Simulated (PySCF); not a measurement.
**Correlation energy of Ar⁺ (argon, charge +1)**

[Ne] 3s1 3p6, 2S determinant (an excited configuration). All numbers are calculated (PySCF 2.14, the spin-free X2C one-electron Hamiltonian (Gaussian nucleus), in x2c-TZVPPall). Frozen: 1s2; 15 electrons correlated.

```tsv
level	correlation energy (mhartree)
CCSD	-510.67
(T)	-35.23
CCSD(T)	-545.90
```

Diagnostics: T1 = 0.0094, D1 = 0.0294, largest double amplitude 0.200.

A double-excitation amplitude exceeds 0.15, a sign of near-degeneracy.

Cost of the coupled-cluster step: of the order of 3 core-seconds, for 15 correlated electrons.

This basis was not built for core-valence correlation, so the inner-shell part is incomplete.
